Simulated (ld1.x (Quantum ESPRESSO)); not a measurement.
# Transferability test, TM semilocal potential for ruthenium

- Element: Ru (Z = 44)
- Generator: ld1.x (Quantum ESPRESSO) 7.5
- Type: norm-conserving Troullier–Martins (semilocal form)
- Functional: PBE
- Relativity: scalar-relativistic
- Frozen core: [Ar] 3d10
- Valence charge: 16
- Reference configuration: 4s2 4p6 4d7 5s1 5p0
- Partial waves: 4s (bound): rc 1.15 bohr; 4d (bound): rc 2.25 bohr; 4p (bound): rc 1.85 bohr
- Local potential: the p channel
- Core correction: none

Occupied shells without a wave of their own: 5s. They enter only through the test configuration that unscreens the potential.

Energies are relative to the spin-unpolarised reference configuration 4s2 4p6 4d7 5s1 5p0; without spin polarisation the order of configurations can differ from experiment.

```json
{"valence configuration": "4s2 4p6 4d7 5s0 5p0", "charge": "+1", "ΔE all-electron (eV)": "7.292", "error AE − PS (meV)": "-138"}
{"valence configuration": "4s2 4p6 4d6 5s0 5p0", "charge": "+2", "ΔE all-electron (eV)": "25.479", "error AE − PS (meV)": "-226"}
{"valence configuration": "4s2 4p6 4d5 5s0 5p0", "charge": "+3", "ΔE all-electron (eV)": "56.101", "error AE − PS (meV)": "-328"}
{"valence configuration": "4s2 4p5 4d7 5s1 5p0", "charge": "+1", "ΔE all-electron (eV)": "52.390", "error AE − PS (meV)": "-132"}
{"valence configuration": "4s1 4p6 4d7 5s1 5p0", "charge": "+1", "ΔE all-electron (eV)": "82.690", "error AE − PS (meV)": "-115"}
{"valence configuration": "4s2 4p6 4d8 5s0 5p0", "charge": "0", "ΔE all-electron (eV)": "-0.333", "error AE − PS (meV)": "-86"}
```

What are ΔE and the potential's error for 4s2 4p6 4d7 5s0.5 5p0?

ΔE = 2.863 eV all-electron; the error (AE − PS) is -60 meV.

The 5s level has no wave, so the channel is fitted at the deeper level alone: the likely source of the large errors.
